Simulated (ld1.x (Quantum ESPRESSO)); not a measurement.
## What one change does to a pseudopotential (Fe (Z = 26), TM)

Fe (Z = 26), norm-conserving Troullier–Martins (Kleinman–Bylander form), made with ld1.x (Quantum ESPRESSO) 7.5 (PBE, scalar-relativistic). Core [Ne] 3s2, reference 3p6 3d6 4s1.75 4p0.25. Waves: 4s (bound): rc 2.25 bohr; 3d (bound): rc 1.30 bohr; 3p (bound): rc 1.20 bohr. Local part: the p channel. Core correction: none.

Occupied shells without a wave of their own: 4p. They enter only through the test configuration that unscreens the potential.

Change: core correction a·sin(br)/r model core inside 0.74 bohr (4p counted twice).

Cutoffs: the cutoffs (Ry, on a coarse ladder) from which the occupation-weighted sum of valence levels, in a spherical-Bessel basis at the reference potential, stays within 10 and 1 mRy of its value at 400 Ry; they do not see the model core or the augmentation charge, which bear on the density cutoff. Errors are all-electron minus pseudo energies relative to the spin-unpolarised reference configuration.

Question: Predict the effect on cutoff, ghosts and configuration errors.

Answer: The potential gets neither clearly harder nor softer (140 Ry and 200 Ry → 140 Ry and 200 Ry); both files keep a bound ghost (s); of the 7 tests that both files solve, the error grows in 5 and shrinks in 2 by more than 15 % and 0.3 meV (median size 29.9 → 44.9 meV). In the changed file ld1.x takes every shell without a wave as core, so the model core holds the 4p electrons as well and exchange and correlation see them twice. This cancels in the reference configuration, but the file is broken for other ones, and its errors say nothing about a proper core correction. A model core, the more so a compact one, raises the density cutoff, which this test does not measure.

| quantity | base | changed |
| --- | --- | --- |
| cutoff, loose | 140 Ry | 140 Ry |
| cutoff, tight | 200 Ry | 200 Ry |
| bound ghosts | s | s |
| error for 3p6 3d6 4s2 4p0, meV [ΔE -1.00 eV] | -4.2 | -5.3 |
| error for 3p6 3d6 4s1 4p0, meV [ΔE 7.73 eV] | -11 | -41 |
| error for 3p6 3d6 4s0 4p0, meV [ΔE 23.93 eV] | -30 | -151 |
| error for 3p6 3d7 4s1 4p0, meV [ΔE -1.79 eV] | -37 | -45 |
| error for 3p6 3d6 4s0 4p2, meV [ΔE 7.46 eV] | +25 | +14 |
| error for 3p6 3d5 4s2 4p0, meV [ΔE 13.21 eV] | -60 | -80 |
| error for 3p6 3d4 4s0 4p0, meV [ΔE 111.25 eV] | +246 | -80 |
| s: phases at 2.46 bohr within 0.05 rad from the reference energy up to (Ry; the scan ends near 5) | 3.1 | 3.1 |
| p: phases at 2.46 bohr within 0.05 rad from the reference energy up to (Ry; the scan ends near 5) | to the end of the scan | to the end of the scan |
| d: phases at 2.46 bohr within 0.05 rad from the reference energy up to (Ry; the scan ends near 5) | to the end of the scan | to the end of the scan |

Base: The 4p level has no wave, so the channel is fitted at the deeper level alone: the likely source of the large errors. A true bound ghost makes a file unfit for plane-wave use even where its test errors are small: the radial tests pick states by their node count and pass the ghost by.
